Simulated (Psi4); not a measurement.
heptane (C7H16), singlet, geometry from GFN2-xTB; PBE0/STO-3G (Psi4 1.11).

Psi4 was given this input:
```
memory 2 GB

molecule {
0 1
C    -3.79657911    0.31018279   -0.09302422
C    -2.52859005   -0.44769433    0.28079844
C    -1.26986507    0.30805409   -0.13814249
C     0.00516824   -0.44508087    0.23306704
C     1.26266402    0.31208889   -0.18659599
C     2.53889349   -0.43962086    0.18384503
C     3.78923514    0.32226845   -0.23815949
H    -4.68021131   -0.24471499    0.21383501
H    -3.84498247    0.46515586   -1.16877900
H    -3.81640519    1.28331727    0.39300469
H    -2.50827188   -0.61047697    1.36091689
H    -2.53684222   -1.42843999   -0.20048809
H    -1.29096536    0.47120627   -1.21843580
H    -1.26239514    1.28916566    0.34296226
H    -0.00246657   -1.42645242   -0.24770391
H     0.02609806   -0.60865296    1.31338885
H     1.27047720    1.29320102    0.29450218
H     1.24190698    0.47524162   -1.26689588
H     2.53185385   -1.42036458   -0.29746470
H     2.56042419   -0.60240157    1.26394028
H     3.79596070    0.47732934   -1.31496902
H     4.68572127   -0.22979326    0.03464170
H     3.82453797    1.29549075    0.24681466
}

set {
  basis sto-3g
  df_basis_scf cc-pvtz-jkfit
}

energy('pbe0')
print_variables()
```

The log (banner, timings and long lists left out):

```
   => Loading Basis Set <=

    Name: STO-3G
    Role: ORBITAL
    Keyword: BASIS

         ---------------------------------------------------------
                                   SCF
               by Justin Turney, Rob Parrish, Andy Simmonett
                          and Daniel G. A. Smith
                              RKS Reference
         ---------------------------------------------------------

  ==> Geometry <==

    Molecular point group: c1
    Full point group: C1

    Geometry (in Angstrom), charge = 0, multiplicity = 1:

       Center              X                  Y                   Z               Mass
    ------------   -----------------  -----------------  -----------------  -----------------
         C           -3.796634205954     0.314927492789    -0.095508789213    12.000000000000
         C           -2.528645145954    -0.442949627211     0.278313870787    12.000000000000
         C           -1.269920165954     0.312798792789    -0.140627059213    12.000000000000
         C            0.005113144046    -0.440336167211     0.230582470787    12.000000000000
         C            1.262608924046     0.316833592789    -0.189080559213    12.000000000000
         C            2.538838394046    -0.434876157211     0.181360460787    12.000000000000
         C            3.789180044046     0.327013152789    -0.240644059213    12.000000000000
         H           -4.680266405954    -0.239970287211     0.211350440787     1.007825032230
         H           -3.845037565954     0.469900562789    -1.171263569213     1.007825032230
         H           -3.816460285954     1.288061972789     0.390520120787     1.007825032230
         H           -2.508326975954    -0.605732267211     1.358432320787     1.007825032230
         H           -2.536897315954    -1.423695287211    -0.202972659213     1.007825032230
         H           -1.291020455954     0.475950972789    -1.220920369213     1.007825032230
         H           -1.262450235954     1.293910362789     0.340477690787     1.007825032230
         H           -0.002521665954    -1.421707717211    -0.250188479213     1.007825032230
         H            0.026042964046    -0.603908257211     1.310904280787     1.007825032230
         H            1.270422104046     1.297945722789     0.292017610787     1.007825032230
         H            1.241851884046     0.479986322789    -1.269380449213     1.007825032230
         H            2.531798754046    -1.415619877211    -0.299949269213     1.007825032230
         H            2.560369094046    -0.597656867211     1.261455710787     1.007825032230
         H            3.795905604046     0.482074042789    -1.317453589213     1.007825032230
         H            4.685666174046    -0.225048557211     0.032157130787     1.007825032230
         H            3.824482874046     1.300235452789     0.244330090787     1.007825032230

  Running in c1 symmetry.

  Rotational constants: A =      0.40052  B =      0.02463  C =      0.02393 [cm^-1]
  Rotational constants: A =  12007.27062  B =    738.38271  C =    717.25370 [MHz]
  Nuclear repulsion =  309.157794446900880

  Charge       = 0
  Multiplicity = 1
  Electrons    = 58
  Nalpha       = 29
  Nbeta        = 29

  ==> Algorithm <==

  SCF Algorithm Type is DF.
  DIIS enabled.
  MOM disabled.
  Fractional occupation disabled.
  Guess Type is SAD.
  Energy threshold   = 1.00e-06
  Density threshold  = 1.00e-06
  Integral threshold = 1.00e-12

  ==> Primary Basis <==

  Basis Set: STO-3G
    Blend: STO-3G
    Number of shells: 37
    Number of basis functions: 51
    Number of Cartesian functions: 51
    Spherical Harmonics?: true
    Max angular momentum: 1

  ==> DFT Potential <==

   => LibXC <=

    Version 7.1.2
    S. Lehtola, C. Steigemann, M. J. T. Oliveira, and M. A. L. Marques,  SoftwareX 7, 1–5 (2018) (10.1016/j.softx.2017.11.002)

   => Composite Functional: PBE0 <=

    PBE0 Hyb-GGA Exchange-Correlation Functional

    C. Adamo and V. Barone,  J. Chem. Phys. 110, 6158 (1999) (10.1063/1.478522)
    M. Ernzerhof and G. E. Scuseria,  J. Chem. Phys. 110, 5029 (1999) (10.1063/1.478401)

    Deriv               =              1
    GGA                 =           TRUE
    Meta                =          FALSE

    Exchange Hybrid     =           TRUE
    MP2 Hybrid          =          FALSE

   => Exchange Functionals <=

    0.7500   Perdew, Burke & Ernzerhof

   => Exact (HF) Exchange <=

    0.2500               HF

   => Correlation Functionals <=

    1.0000   Perdew, Burke & Ernzerhof

   => LibXC Density Thresholds  <==

    XC_HYB_GGA_XC_PBEH:  1.00E-15

   => Molecular Quadrature <=

    Radial Scheme          =       TREUTLER
    Pruning Scheme         =           NONE
    Nuclear Scheme         =       TREUTLER

    Blocking Scheme        =         OCTREE
    BS radius alpha        =              1
    Pruning alpha          =              1
    Radial Points          =             75
    Spherical Points       =            302
    Total Points           =         482311
    Total Blocks           =           3580
    Max Points             =            256
    Max Functions          =             48
    Weights Tolerance      =       1.00E-15

   => Loading Basis Set <=

    Name: CC-PVTZ-JKFIT
    Role: JKFIT
    Keyword: DF_BASIS_SCF

  ==> Integral Setup <==

  SCF_SUBTYPE=INCORE selected. In-core MEM_DF algorithm will be used.
  Using in-core AOs.

  ==> MemDFJK: Density-Fitted J/K Matrices <==

    J tasked:                   Yes
    K tasked:                   Yes
    wK tasked:                   No
    Algorithm:                 Core
    Schwarz Cutoff:           1E-12
    Mask sparsity (%):       3.6909
    Fitting Condition:        1E-10

   => Auxiliary Basis Set <=

  Basis Set: CC-PVTZ-JKFIT
    Blend: CC-PVTZ-JKFIT
    Number of shells: 335
    Number of basis functions: 1033
    Number of Cartesian functions: 1232
    Spherical Harmonics?: true
    Max angular momentum: 4

  Minimum eigenvalue in the overlap matrix is 1.9640862907E-01.
  Reciprocal condition number of the overlap matrix is 7.3660037875E-02.
    Using symmetric orthogonalization.

  ==> Pre-Iterations <==

  SCF Guess: Superposition of Atomic Densities via on-the-fly atomic UHF (no occupation information).

   -------------------------
    Irrep   Nso     Nmo
   -------------------------
     A         51      51
   -------------------------
    Total      51      51
   -------------------------

  ==> Iterations <==

                           Total Energy        Delta E     RMS |[F,P]|

   @DF-RKS iter SAD:  -268.24840941704639   -2.68248e+02   0.00000e+00
   @DF-RKS iter   1:  -272.80948124665730   -4.56107e+00   1.56882e-03 ADIIS/DIIS
   @DF-RKS iter   2:  -272.81193238230793   -2.45114e-03   8.95037e-04 ADIIS/DIIS
   @DF-RKS iter   3:  -272.81325808285158   -1.32570e-03   1.03252e-04 ADIIS/DIIS
   @DF-RKS iter   4:  -272.81327531267277   -1.72298e-05   1.45613e-05 DIIS
   @DF-RKS iter   5:  -272.81327562629514   -3.13622e-07   2.60900e-06 DIIS
   @DF-RKS iter   6:  -272.81327563678610   -1.04910e-08   2.44860e-07 DIIS
  Energy and wave function converged.

  ==> Post-Iterations <==

   Electrons on quadrature grid:
      Ntotal   =   58.0002366640 ; deviation = 2.367e-04

    Orbital Energies [Eh]
    ---------------------

    Doubly Occupied:

       1A    -10.044302     2A    -10.044298     3A    -10.041460
       4A    -10.040915     5A    -10.040165     6A    -10.035942
       7A    -10.035941     8A     -0.795657     9A     -0.765589
      10A     -0.717116    11A     -0.655506    12A     -0.592109
      13A     -0.559270    14A     -0.556281    15A     -0.465122
      16A     -0.437531    17A     -0.410754    18A     -0.399294
      19A     -0.396344    20A     -0.377113    21A     -0.351714
      22A     -0.339255    23A     -0.330521    24A     -0.316008
      25A     -0.306062    26A     -0.296561    27A     -0.290936
      28A     -0.290148    29A     -0.264344

    Virtual:

      30A      0.360559    31A      0.383982    32A      0.414789
      33A      0.425430    34A      0.434019    35A      0.434211
      36A      0.455814    37A      0.461501    38A      0.493783
      39A      0.497706    40A      0.503576    41A      0.519743
      42A      0.524638    43A      0.531465    44A      0.536074
      45A      0.548550    46A      0.550600    47A      0.559269
      48A      0.560665    49A      0.564455    50A      0.571066
      51A      0.598451

    Final Occupation by Irrep:
              A
    DOCC [    29 ]
    NA   [    29 ]
    NB   [    29 ]

  @DF-RKS Final Energy:  -272.81327563678610

   => Energetics <=

    Nuclear Repulsion Energy =            309.1577944469008798
    One-Electron Energy =                -979.8255911216388085
    Two-Electron Energy =                 431.0871546108375583
    DFT Exchange-Correlation Energy =     -33.2326335728857316
    Empirical Dispersion Energy =           0.0000000000000000
    VV10 Nonlocal Energy =                  0.0000000000000000
    Total Energy =                       -272.8132756367861020

Computation Completed

Properties will be evaluated at   0.000000,   0.000000,   0.000000 [a0]

Properties computed using the SCF density matrix

 Multipole Moments:

 ------------------------------------------------------------------------------------
     Multipole            Electronic (a.u.)      Nuclear  (a.u.)        Total (a.u.)
 ------------------------------------------------------------------------------------

 L = 1.  Multiply by 2.5417464519 to convert [e a0] to [Debye]
 Dipole X            :          0.0061136           -0.0060387            0.0000750
 Dipole Y            :         -0.5264955            0.5200390           -0.0064565
 Dipole Z            :          0.2756999           -0.2723189            0.0033809
 Magnitude           :                                                    0.0072885

 ------------------------------------------------------------------------------------

  Variable Map:
  ----------------------------------------------------------------------------
  "CURRENT ENERGY"              =>    -272.813275636786
  "CURRENT REFERENCE ENERGY"    =>    -272.813275636786
  "DD SOLVATION ENERGY"         =>       0.000000000000
  "DFT FUNCTIONAL TOTAL ENERGY" =>    -272.813275636786
  "DFT TOTAL ENERGY"            =>    -272.813275636786
  "DFT VV10 ENERGY"             =>       0.000000000000
  "DFT XC ENERGY"               =>     -33.232633572886
  "GRID ELECTRONS ALPHA"        =>      29.000118331998
  "GRID ELECTRONS BETA"         =>      29.000118331998
  "GRID ELECTRONS TOTAL"        =>      58.000236663996
  "NUCLEAR REPULSION ENERGY"    =>     309.157794446901
  "ONE-ELECTRON ENERGY"         =>    -979.825591121639
  "PCM POLARIZATION ENERGY"     =>       0.000000000000
  "PE ENERGY"                   =>       0.000000000000
  "SCF ITERATION ENERGY"        =>    -272.813275636786
  "SCF ITERATIONS"              =>       6.000000000000
  "SCF TOTAL ENERGY"            =>    -272.813275636786
  "TWO-ELECTRON ENERGY"         =>     431.087154610838
  "XC GRID RADIAL POINTS"       =>      75.000000000000
  "XC GRID SPHERICAL POINTS"    =>     302.000000000000
  "XC GRID TOTAL POINTS"        =>  482311.000000000000

  Array Variable Map:
  ----------------------------------------------------------------------------
  "CURRENT DIPOLE"              =>       0.000074971939 ... 0.003380947639 1 by 3
  "SCF DIPOLE"                  =>       0.000074971939 ... 0.003380947639 1 by 3
  "SCF TOTAL ENERGIES"          =>    -268.248409417046 ... -272.813275636786 1 by 7
```
